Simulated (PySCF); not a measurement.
Geometry (Å), atoms numbered from 1 in this order:
```xyz
18

C     2.150   -0.376   -0.405
C     0.649   -0.173   -0.537
C    -0.160   -1.018    0.458
C    -1.653   -0.684    0.319
Si   -1.648    1.186   -0.019
C     0.215    1.296   -0.363
H     2.496   -0.080    0.600
H     2.430   -1.430   -0.558
H     2.703    0.230   -1.139
H     0.346   -0.492   -1.553
H     0.183   -0.775    1.480
H     0.039   -2.094    0.313
H    -2.085   -1.206   -0.551
H    -2.241   -0.987    1.197
H    -2.075    2.012    1.154
H    -2.504    1.576   -1.184
H     0.490    1.920   -1.228
H     0.720    1.731    0.518
```

Geometry: PBE0-D3(BJ)/def2-SVP; GIAO absolute shieldings from PySCF, gas phase, non-relativistic, averaged over equivalent atoms.

At PBE0/pcSseg-1 (169 basis functions, 20 s wall time on 1 thread of an Arm Neoverse V2, shared host):
```json
{"atoms": "C2", "σ (ppm)": "145.3"}
{"atoms": "C3", "σ (ppm)": "145.6"}
{"atoms": "C1", "σ (ppm)": "160.0"}
{"atoms": "C6", "σ (ppm)": "166.9"}
{"atoms": "C4", "σ (ppm)": "175.2"}
{"atoms": "Si5", "σ (ppm)": "375.9"}
{"atoms": "H16", "σ (ppm)": "27.05"}
{"atoms": "H15", "σ (ppm)": "27.07"}
{"atoms": "H12", "σ (ppm)": "29.43"}
{"atoms": "H10", "σ (ppm)": "29.93"}
{"atoms": "H7/H8/H9", "σ (ppm)": "30.14"}
{"atoms": "H14", "σ (ppm)": "30.31"}
{"atoms": "H17", "σ (ppm)": "30.33"}
{"atoms": "H13", "σ (ppm)": "30.49"}
{"atoms": "H11", "σ (ppm)": "30.50"}
{"atoms": "H18", "σ (ppm)": "31.04"}
```

**Question.** Predict the values at WP04/pcSseg-1 on the same geometry.

**Answer.** 
| atoms | σ at WP04/pcSseg-1 | change |
| --- | --- | --- |
| C2 | 131.2 | -14.1 |
| C3 | 133.2 | -12.4 |
| C1 | 147.5 | -12.5 |
| C6 | 154.2 | -12.7 |
| C4 | 161.1 | -14.1 |
| Si5 | 359.1 | -16.8 |
| H16 | 27.98 | +0.93 |
| H15 | 28.00 | +0.93 |
| H12 | 29.85 | +0.42 |
| H10 | 30.29 | +0.36 |
| H7/H8/H9 | 30.49 | +0.35 |
| H14 | 30.73 | +0.42 |
| H17 | 30.75 | +0.42 |
| H13 | 30.90 | +0.41 |
| H11 | 30.76 | +0.26 |
| H18 | 31.32 | +0.28 |

The largest change is at Si5 (silicon bonded to 2 C, 2 H, in a 5-membered ring). Cost: 169 basis functions, 19 s wall time on 1 thread of an Arm Neoverse V2, shared host. The order of the carbon signals is the same at both levels.
